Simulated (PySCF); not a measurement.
Structure revision by computed shifts

A compound C$_{3}$H$_{6}$N$_{2}$OSi gives the data below (simulated from a calculation) and was assigned the structure `N#C/C(CO)=N/[SiH3]`.

13C{1H} NMR (computed): δ 148.9 (C), 128.5 (CH), 109.2 (CH).

1H NMR (400 MHz, computed): δ 7.89 (br s, 1H), 6.99 (m, 1H), 6.46 (m, 1H), 5.11 (s, 3H).

PySCF 2.14 calculation with geometry from GFN2-xTB and σ from GIAO-PBE0/pcSseg-1; gas phase, a single conformation, equivalent nuclei averaged, no relativistic terms.

Shifts are taken against calculated references (same method and geometry level): TMS for 1H, 13C.

Task: Compare with the shifts computed for the proposed structure, pairing carbons in order of shift.

Result: Atom-mapped SMILES (the numbers label the heavy atoms): `[N:1]#[C:2]/[C:3]([CH2:4][OH:5])=[N:6]/[SiH3:7]` (H(Xn): hydrogen on atom n).

```csv
atom,computed for proposal,given list,difference
C3,161.1,148.9,+12.2
C2,118.5,128.5,-10.0
C4,75.7,109.2,-33.5
```

The rms difference is 21.4 ppm and the largest -33.5 ppm at C4 (sp3 CH2 bonded to O). The carbon types in order of shift don't match either: C, C, CH2 for the proposal against C, CH, CH in the data. The proposal doesn't fit.

Task: Which isomer fits?

Result: SMILES [SiH3]Oc1cnc[nH]1.

1. Carbon types of the structure: 1 × C, 2 × CH, leaving 4 H on heteroatoms.
2. δC 148.9: aromatic carbon bearing oxygen; the electronegative substituent deshields the carbon that carries it.
3. δC 128.5: aromatic CH between two ring heteroatoms.
4. δC 109.2: aromatic CH next to a ring nitrogen; resonance donation from the substituent shields this position.
5. δH 6.46: hydrogen on an aromatic CH next to a ring nitrogen; π donation from the O or N substituent shields it against benzene.

Other isomers checked: Cc1nnc([SiH3])o1 (rms 61.5 ppm).

The shifts were computed for this structure.

Exchangeable OH/NH protons stand at their gas-phase positions; hydrogen bonding in a real sample shifts them, mostly to higher δ. Shifts are as computed. Against solution values, carbons near 30 ppm lie about +3 ppm off and those near 130 ppm about +5 ppm. Of 1211 compounds with measured shifts, 218 miss one by over three times the rms of a fit or turn the order of signals round; such compounds aren't used in these exercises. No couplings were computed; multiplicities are counted from neighbouring protons, with m where these are inequivalent, close in shift, in a saturated or five-membered ring or joined by F or P, and br s for small geminal =CH2 splittings.
